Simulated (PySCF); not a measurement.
# Working out the ionisation energy of Rb(2+)

Rb(2+) [Ar] 3d10 4s2 4p5 (2P) → Rb(3+) [Ar] 3d10 4s2 4p4 (3P). All numbers are calculated (PySCF 2.14, scalar relativity by spin-free X2C-1e, in x2c-SVPall). Frozen: [Ar] 3d10 4s2. Energies in hartree (1 hartree = 27.21139 eV):

```
            part  Rb(2+) (lower)  Rb(3+) (upper)
             UHF    -2977.676774    -2976.199172
CCSD correlation       -0.063828       -0.038510
             (T)       -0.000786       -0.000297
```

What does Hartree-Fock give?

(-2976.199172) − (-2977.676774) = 1.477602 hartree = 40.208 eV.

What do CCSD and CCSD(T) give?

The CCSD correlation energies differ by 0.025318 hartree = 0.689 eV and the triples by 0.000489 hartree = 0.013 eV, so CCSD gives 40.897 eV and CCSD(T) 40.910 eV.

Reference: 39.247 eV (semi-empirical (NIST evaluation); NIST Atomic Spectra Database, ionization energies), between the lowest levels; spin-orbit coupling is absent from the calculation.

A double-zeta basis recovers only part of the correlation energy.

What remains against the reference includes basis incompleteness, the frozen core and higher excitations.
